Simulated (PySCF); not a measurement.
Magnetic shielding above rings: a mixed set.

NICS = −σ at a ghost point: NICS(0) at the centroid of the ring atoms, NICS(1) 1 Å to either side along the normal of their mean plane, zz for the tensor component along that normal. Level: GIAO PBE0/pcSseg-1 (PySCF, non-relativistic, gas phase) on the GFN2-xTB geometries, one conformer each. Atom numbers follow the mapped SMILES.

**Question.** Order these rings by mean NICS(1)zz, lowest (most negative) first (ppm).
A. ring C3–C4–C5–C6–C8–C9 in `[CH3:1][CH2:2][c:3]1[cH:4][cH:5][c:6]([CH3:7])[cH:8][c:9]1[OH:10]`
B. ring C2–C3–C4–C5–C7–C11 in `[CH3:1][c:2]1[cH:3][cH:4][c:5]([SiH3:6])[c:7]([C:8](=[O:9])[F:10])[cH:11]1`
C. ring C2–Si3–C4–C5 in `[CH3:1][C@@H:2]1[SiH2:3][CH2:4][C@@H:5]1[N:6]([SiH3:7])[SiH3:8]`
D. ring C2–C3–O4–Si5 in `[CH2:1]=[C:2]1[CH2:3][O:4][Si@@:5]1([CH2:6][C:7]#[N:8])[O:9][SiH3:10]`
E. ring C3–C4–C5–C6–N7 in `[CH2:1]=[CH:2][C@@H:3]1[CH2:4][CH2:5][CH2:6][N+:7]1([CH3:8])[CH3:9]` (charge +1)
F. ring C2–C3–C4–C5–C10 in `[O:1]=[C:2]1[CH:3]=[CH:4][C@@H:5]([CH:6]2[CH2:7][CH2:8][CH2:9]2)[CH2:10]1`
G. ring C3–C4–N5–N6–N11 in `[N:1]#[C:2][c:3]1[cH:4][n:5][n:6]([CH:7]2[CH2:8][CH2:9][CH2:10]2)[n:11]1`

**Answer.** G (-32.0), B (-27.1), A (-25.4), F (-4.5), E (-3.4), D (-0.5), C (3.5).

| SMILES | ring | NICS(0) | NICS(1) | NICS(1)zz | HOMA | rms pucker (Å) | ring atoms with four or more neighbours |
| --- | --- | --- | --- | --- | --- | --- | --- |
| N#Cc1cnn(C2CCC2)n1 | 5-membered ring with 3 N; formal bonds all aromatic | -13.8 | -13.4 | -32.0 | 0.97 | 0.00 | 0 |
| Cc1ccc([SiH3])c(C(=O)F)c1 | 6-membered carbocycle; formal bonds all aromatic | -7.9 | -11.2 | -27.1 | 0.99 | 0.00 | 0 |
| CCc1ccc(C)cc1O | 6-membered carbocycle; formal bonds all aromatic | -9.5 | -10.8 | -25.4 | 0.99 | 0.00 | 0 |
| O=C1C=C[C@@H](C2CCC2)C1 | 5-membered carbocycle; formal bonds 1 double, 4 single | 1.4 | -3.4 | -4.5 | – | 0.03 | 2 |
| C=C[C@@H]1CCC[N+]1(C)C | 5-membered ring with N; formal bonds all single | -6.7 | -3.7 | -3.4 | – | 0.18 | 5 |
| C=C1CO[Si@@]1(CC#N)O[SiH3] | 4-membered ring with O and Si; formal bonds all single | -2.0 | -1.5 | -0.5 | – | 0.01 | 2 |
| C[C@@H]1[SiH2]C[C@@H]1N([SiH3])[SiH3] | 4-membered ring with Si; formal bonds all single | -2.4 | -1.8 | 3.5 | – | 0.13 | 4 |

NICS(0) gives another order. The isotropic NICS(1) gives another order. HOMA uses Krygowski's 1993 parameters; it is left out where a ring has a four-coordinate atom, a triple bond, no multiple bond or a kind of bond without parameters. NICS(1) and NICS(1)zz are means over the two faces.
